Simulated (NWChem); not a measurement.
System: C₃H₄OSi; SMILES C#C[SiH2]C=O

The following NWChem deck was run.

```
start job
memory heap 200 mb stack 900 mb global 1100 mb
geometry units angstroms noautosym nocenter noautoz
  C      0.626144    -2.738370    -0.012190
  C      0.061016    -1.660228    -0.004283
  Si    -0.723996    -0.005060     0.005930
  C      0.637300     1.372960     0.029897
  O      0.313299     2.531915    -0.021794
  H      1.119588    -3.694727    -0.019379
  H     -1.565060     0.162164     1.225512
  H     -1.555016     0.187399    -1.215887
  H      1.723342     1.083743     0.096806
end
basis spherical
  C library pcsseg-1
  Si library pcsseg-1
  O library pcsseg-1
  H library pcsseg-1
end
dft
  xc slater vwn_5
  iterations 150
end
property
  shielding
end
task dft property
```

Excerpt of the output:

```
             Northwest Computational Chemistry Package (NWChem) 7.3.0
             --------------------------------------------------------

                             Geometry "geometry" -> ""
                             -------------------------

 Output coordinates in angstroms (scale by  1.889725989 to convert to a.u.)

  No.       Tag          Charge          X              Y              Z
 ---- ---------------- ---------- -------------- -------------- --------------
    1 C                    6.0000     0.62614400    -2.73837000    -0.01219000
    2 C                    6.0000     0.06101600    -1.66022800    -0.00428300
    3 Si                  14.0000    -0.72399600    -0.00506000     0.00593000
    4 C                    6.0000     0.63730000     1.37296000     0.02989700
    5 O                    8.0000     0.31329900     2.53191500    -0.02179400
    6 H                    1.0000     1.11958800    -3.69472700    -0.01937900
    7 H                    1.0000    -1.56506000     0.16216400     1.22551200
    8 H                    1.0000    -1.55501600     0.18739900    -1.21588700
    9 H                    1.0000     1.72334200     1.08374300     0.09680600

 Effective nuclear repulsion energy (a.u.)     178.3436719946

                              NWChem Property Module
                              ----------------------

  itol2e modified to match energy
  convergence criterion.

                                 NWChem DFT Module
                                 -----------------

 Summary of "ao basis" -> "ao basis" (spherical)
 ------------------------------------------------------------------------------
       Tag                 Description            Shells   Functions and Types
 ---------------- ------------------------------  ------  ---------------------
 C                          pcsseg-1                 7       17   3s3p1d
 Si                         pcsseg-1                10       24   4s5p1d
 O                          pcsseg-1                 7       17   3s3p1d
 H                          pcsseg-1                 3        5   2s1p

  itol2e modified to match energy
  convergence criterion.

            General Information
            -------------------
          SCF calculation type: DFT
          Wavefunction type:  closed shell.
          No. of atoms     :     9
          No. of electrons :    44
           Alpha electrons :    22
            Beta electrons :    22
          Charge           :     0
          Spin multiplicity:     1
          Use of symmetry is: off; symmetry adaption is: off
          Maximum number of iterations: 150
          AO basis - number of functions:   112
                     number of shells:    50
          Convergence on energy requested:  1.00D-07
          Convergence on density requested:  1.00D-05
          Convergence on gradient requested:  5.00D-04

              XC Information
              --------------
                        Slater Exchange Functional  1.000 local
                      VWN V Correlation Functional  1.000 local

             Grid Information
             ----------------
          Grid used for XC integration:  fine
          Radial quadrature: Mura-Knowles
          Angular quadrature: Lebedev.
          Tag              B.-S. Rad. Rad. Pts. Rad. Cut. Ang. Pts.
          ---              ---------- --------- --------- ---------
          C                   0.70       70          13.0       590
          Si                  1.10      123          12.0       770
          O                   0.60       70          15.0       590
          H                   0.35       60          13.0       590
          Grid pruning is: on
          Number of quadrature shells:   643
          Spatial weights used:  Erf1

      Superposition of Atomic Density Guess
      -------------------------------------

 Sum of atomic energies:        -478.51472529

      Non-variational initial energy
      ------------------------------

[...]

          -----------------------------------------
          Chemical Shielding Tensors (GIAO, in ppm)
          -----------------------------------------

                                NWChem CPHF Module
                                ------------------

  scftype          =     RHF
  nclosed          =       22
  nopen            =        0
  variables        =     1980
  # of vectors     =        3
  tolerance        = 0.10D-03
  level shift      = 0.00D+00
  max iterations   =       50
  max subspace     =       30

 SCF residual:    1.4043348774098621E-005

Iterative solution of linear equations
  No. of variables     1980
  No. of equations        3
  Maximum subspace       30
        Iterations       50
       Convergence  1.0D-04

   iter   nsub   residual    time
   ----  ------  --------  ---------
     1      3    1.89D-05      33.3

      Atom:    1  C
        Diamagnetic
    256.1459    -11.9126     -0.0640
    -11.9126    275.6485      0.1578
     -0.0640      0.1578    250.0443

        Paramagnetic
   -221.2416    -92.2053     -0.5900
    -92.2053    -80.2428      1.1763
     -0.5900      1.1763   -265.7039

        Total Shielding Tensor
     34.9043   -104.1179     -0.6540
   -104.1179    195.4057      1.3341
     -0.6540      1.3341    -15.6596

           isotropic =      71.5501
          anisotropy =     262.6041

          Principal Components and Axis System
                 1           2           3
              246.6195    -16.3011    -15.6680

      1        -0.4413      0.8973      0.0052
      2         0.8973      0.4413     -0.0038
      3         0.0057     -0.0030      1.0000

      Atom:    2  C
        Diamagnetic
    250.7240    -16.6543     -0.0967
    -16.6543    279.5940      0.2452
     -0.0967      0.2452    241.8364

        Paramagnetic
   -187.3011   -100.9774     -0.5712
   -100.9774    -59.5826      1.2562
     -0.5712      1.2562   -242.5541

        Total Shielding Tensor
     63.4229   -117.6317     -0.6679
   -117.6317    220.0114      1.5014
     -0.6679      1.5014     -0.7177

           isotropic =      94.2389
          anisotropy =     283.1896

          Principal Components and Axis System
                 1           2           3
              283.0319     -0.7397      0.4244

      1        -0.4722     -0.0888      0.8770
      2         0.8815     -0.0541      0.4691
      3         0.0058      0.9946      0.1038

      Atom:    3  Si
        Diamagnetic
    882.6055      1.3045      0.0488
      1.3045    887.1489      0.0515
      0.0488      0.0515    878.6107

        Paramagnetic
   -485.7771     -4.1523      3.1718
     -4.1523   -426.6174     -1.5329
      3.1718     -1.5329   -468.3032

        Total Shielding Tensor
    396.8284     -2.8478      3.2206
     -2.8478    460.5315     -1.4814
      3.2206     -1.4814    410.3076

           isotropic =     422.5558
          anisotropy =      57.2328

          Principal Components and Axis System
                 1           2           3
              460.7110    410.9515    396.0050

      1        -0.0461      0.2142      0.9757
      2         0.9984      0.0415      0.0381
      3        -0.0323      0.9759     -0.2158

      Atom:    4  C
        Diamagnetic
    253.3018      0.8837      0.7430
      0.8837    268.5211     -0.7800
      0.7430     -0.7800    238.5706

        Paramagnetic
   -388.7912     44.2320    -13.0724
     44.2320   -427.5146     10.1379
    -13.0724     10.1379   -170.1724

        Total Shielding Tensor
   -135.4894     45.1157    -12.3294
     45.1157   -158.9935      9.3579
    -12.3294      9.3579     68.3982

           isotropic =     -75.3616
          anisotropy =    -179.0257

          Principal Components and Axis System
                 1           2           3
             -194.7120   -100.7150     69.3424

      1        -0.6125      0.7887     -0.0534
      2         0.7885      0.6143      0.0304
      3        -0.0567      0.0235      0.9981

      Atom:    5  O
        Diamagnetic
    392.0876     -7.7584     -0.0782
     -7.7584    417.0380     -0.9694
     -0.0782     -0.9694    397.6953

        Paramagnetic
  -1068.1853    374.9246    -67.1337
    374.9246  -2064.5988     82.4372
    -67.1337     82.4372    -21.1839

        Total Shielding Tensor
   -676.0977    367.1662    -67.2119
    367.1662  -1647.5609     81.4678
    -67.2119     81.4678    376.5114

           isotropic =    -649.0490
          anisotropy =   -1689.2870

          Principal Components and Axis System
                 1           2           3
            -1775.2403   -554.4629    382.5561

      1        -0.3190      0.9463     -0.0528
      2         0.9466      0.3208      0.0305
      3        -0.0458      0.0402      0.9981

      Atom:    6  H
        Diamagnetic
     28.7187     -5.7748     -0.0369
     -5.7748     37.8834      0.0842
     -0.0369      0.0842     25.7636

        Paramagnetic
     -2.1171      0.3844      0.0066
      0.3844     -2.9576     -0.0171
      0.0066     -0.0171     -1.8137

        Total Shielding Tensor
     26.6016     -5.3904     -0.0303
     -5.3904     34.9257      0.0671
     -0.0303      0.0671     23.9498

           isotropic =      28.4924
          anisotropy =      13.6228

          Principal Components and Axis System
                 1           2           3
               37.5743     23.9546     23.9483

      1        -0.4409      0.8133     -0.3797
      2         0.8975      0.3970     -0.1920
      3         0.0054      0.4254      0.9050

      Atom:    7  H
        Diamagnetic
     27.6488     -0.6897     -7.5500
     -0.6897     23.9216      1.1612
     -7.5500      1.1612     29.8819

        Paramagnetic
     -1.8025     -1.0432      4.2098
     -1.0432      1.8250     -0.2567
      4.2098     -0.2567     -2.2545

        Total Shielding Tensor
     25.8463     -1.7329     -3.3403
     -1.7329     25.7466      0.9045
     -3.3403      0.9045     27.6273

[...]
```

Level: LDA (Slater exchange, VWN5)/pcSseg-1, GIAO. Structure relaxed at the PBE0/def2-SVP level. The printed shielding anisotropy is the first printed principal value minus the mean of the other two.
